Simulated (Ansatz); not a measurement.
`[SiH3][SnH]([Cl])[I]`. Charge 0, multiplicity 1. Sn, I: def2 effective core potential.

```xyz
8

Si    0.909    1.085   -0.077
Sn   -0.564   -1.011   -0.087
Cl   -0.554   -1.857    2.091
I    -3.086   -0.271   -0.622
H     0.872    1.690   -1.432
H     0.337    2.010    0.930
H     2.297    0.702    0.282
H    -0.212   -2.347   -1.085
```

**Question.** What are the harmonic wavenumbers in cm⁻¹ at PBE0-D4/def2-TZVP (Ansatz, finite differences of forces, unscaled)? (An estimate is asked.)

**Answer.** Computed: 58, 73, 82, 88, 203, 309, 365, 457, 483, 558, 574, 839, 930, 931, 1945, 2232, 2252, 2262.

**Question.** Is this a minimum?

**Answer.** Yes, all 18 modes are real.

**Question.** Give the ideal-gas thermochemistry at 298.15 K and 1 bar (rigid rotor, harmonic oscillator; point group C1, symmetry number 1).

**Answer.** Zero-point energy 87.6 kJ/mol; H(298) − E = 111.8 kJ/mol; entropy 408.1 J/(mol·K), of which translation 180.5, rotation 128.8, vibration 98.8; G(298) − E = -9.9 kJ/mol. Modes under 100 cm⁻¹ are hindered rotations or soft bends, so the harmonic entropy is rough.

**Question.** Rotational constants (cm⁻¹)?

**Answer.** 0.05239, 0.02178, 0.01724.
